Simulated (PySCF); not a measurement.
**GeH₂ to GeH₄: adding ligands**

Level: PBE0 in the def2-TZVP basis family, all electrons, no relativity, computed in PySCF with density fitting; open shells unrestricted.

Each entry is the lowest minimum that a search over a few typed start shapes (and spin states, where more than one is plausible) found, or that minimum re-optimised at the stated level; isomers with ligand–ligand bonds, or fragments after loss of a ligand pair, can lie lower.

| molecule | 2S+1 | point group | mean bond to Ge (Å) | polar-tensor charge of Ge | highest ω (cm⁻¹) | lowest ω (cm⁻¹) | atomisation (kJ/mol) |
| --- | --- | --- | --- | --- | --- | --- | --- |
| GeH₂ | 1 | C2v | 1.594 | 0.47 | 1936 | 935 | 573 |
| GeH₃ | ? | ? | ? | ? | ? | ? | ? |
| GeH₄ | 1 | Td | 1.534 | 0.90 | 2174 | 822 | 1205 |

(1) Fill in the row of GeH₃.

Results:

(1) 2S+1: 2; point group: C3v; mean bond to Ge (Å): 1.539; polar-tensor charge of Ge: 0.58; highest ω (cm⁻¹): 2151; lowest ω (cm⁻¹): 694; atomisation (kJ/mol): 844.

The bond shortens at every step; the largest change, -0.055 Å, falls between GeH₂ and GeH₃ among the members listed.

The shape changes along the series: C2v for GeH₂; C3v for GeH₃; Td for GeH₄.

Left out of the table are members whose search was unfinished or whose lowest solution was spin-contaminated, unstable, very soft or bonded differently.
